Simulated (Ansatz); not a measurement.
Computed with Ansatz on PBE0-D4/def2-TZVP structures; ΔE is electronic, products minus reactants. CBS: MP2 limit from def2 TZ/QZ plus the TZ coupled-cluster correction, frozen cores. This one scheme is used for every species. Functionals use def2-TZVPP. B3LYP here is the variant with VWN-RPA as its local correlation; programs differ in this. One conformer a species, not always the lowest.

Consider the ligand exchange at the Si–O bond: `O[SiH2]O[SiH]1C=C1` + `N#CN` → `N#CN[SiH2]O` + `O[SiH]1C=C1`.

```tsv
level	ΔE (kJ/mol)	difference from CCSD(T)/CBS
PBE-D4	45.3	-6.1
PBE0-D4	48.9	-2.5
B3LYP-D4	53.5	2.1
ωB97M-V	51.1	-0.3
HF/def2-TZVPP	62.1	10.7
MP2/def2-TZVPP	49.3	-2.1
HF/def2-QZVPP	63.2	11.8
SCS-MP2/def2-QZVPP	52.3	0.9
HF/CBS(def2)	63.4	12.0
CCSD/CBS(def2)	53.3	1.9
CCSD(T)/CBS	51.4	0
```

Largest T1 diagnostic among the species: 0.014.

From PBE to PBE0 (25 % exact exchange), in def2-TZVPP and without D4, ΔE moves by +3.5 kJ/mol. In def2-TZVPP, CCSD(T) changes the Hartree–Fock value by −11.0 kJ/mol (the triples alone add −2.0 kJ/mol) and MP2 by −12.8 kJ/mol.
